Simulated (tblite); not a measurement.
C₄H₅ClF₂O.
Numbering: `[F:1][C@@H:2]([CH2:3][Cl:4])[C@H:5]1[O:6][C@@H:7]1[F:8]` (hydrogens: H9 on C2; H10, H11 on C3; H12 on C5; H13 on C7)

Computed geometry: GFN2-xTB, gas phase.

Problem. List the bond lengths, angles and torsions at this level.

Solution. 
```tsv
bond	length (Å)
F1–C2	1.379
C2–C3	1.526
C3–Cl4	1.774
C2–C5	1.518
C5–O6	1.411
O6–C7	1.366
C7–F8	1.351
C5–C7	1.462
C2–H9	1.097
C3–H10	1.091
C3–H11	1.090
C5–H12	1.086
C7–H13	1.084
```

A selection of angles:
```tsv
angle	degrees
F1–C2–C3	108.1
F1–C2–C5	109.7
C3–C2–C5	111.5
C2–C3–Cl4	109.2
C2–C5–O6	117.2
C2–C5–C7	121.8
O6–C5–C7	56.8
C5–O6–C7	63.5
O6–C7–F8	116.3
C5–C7–O6	59.7
C5–C7–F8	118.3
```

Dihedral angles: F1–C2–C3–Cl4 -170° (antiperiplanar); F1–C2–C5–O6 -60° (synclinal); C2–C5–O6–C7 112° (anticlinal); C5–O6–C7–F8 109° (anticlinal); C2–C5–C7–O6 -104° (anticlinal).

The 3-membered ring C5–O6–C7 has internal angles of 56.8° to 63.5°. The C–C distances run from 1.462 Å (C5–C7, drawn single) to 1.526 Å (C2–C3, drawn single), a spread of 0.064 Å. The C–O distances run from 1.366 Å (O6–C7, drawn single) to 1.411 Å (C5–O6, drawn single), a spread of 0.045 Å. Of the pairs four or more bonds apart, F1···H13 is among the closest relative to their van der Waals radii: 2.49 Å, 93 % of the sum of Bondi's values. The 2 C–F bonds span 1.351 Å (C7–F8, drawn single) to 1.379 Å (F1–C2, drawn single), a spread of 0.028 Å.

Point group: C1 (no symmetry element, even within 0.4 Å). Its GFN2-xTB frequencies are all real (lowest 45 cm⁻¹). The numbers are those of one conformer. 3 starts were optimised and ended at 0.00, 0.23 and 0.23 kcal/mol (GFN2-xTB); the lowest of these is shown.
